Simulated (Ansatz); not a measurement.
Compare A (`CO[SiH](O)[SiH3]`) with its isomer B (`C[SiH2]O[SiH2]O`).

Calculated with Ansatz (gas phase, PBE0-D4/def2-TZVP geometries, no zero-point term in ΔE). CBS: MP2 limit from def2 TZ/QZ plus the TZ coupled-cluster correction, frozen cores. Functionals use def2-TZVPP. B3LYP here is the variant with VWN-RPA as its local correlation; programs differ in this. One conformer a species, not always the lowest.

Question: Which is lower in electronic energy at CCSD(T)/CBS, and by how much? (An estimate is asked.)

Answer: Computed: B, by 218.1 kJ/mol.

Question: Give E(B) − E(A) in kJ/mol with PBE0-D4, HF/def2-TZVPP, ωB97M-V, B3LYP-D4, PBE-D4, r2SCAN-D4, B3LYP. (Best estimate.)

Answer: Computed: PBE0-D4 -198.3, HF/def2-TZVPP -229.4, ωB97M-V -217.9, B3LYP-D4 -208.5, PBE-D4 -186.2, r2SCAN-D4 -210.5, B3LYP -207.3. None reverses the order clearly.

Largest T1 diagnostic: 0.012.

From PBE to PBE0 (25 % exact exchange), in def2-TZVPP and without D4, E(B) − E(A) moves by −12.2 kJ/mol.
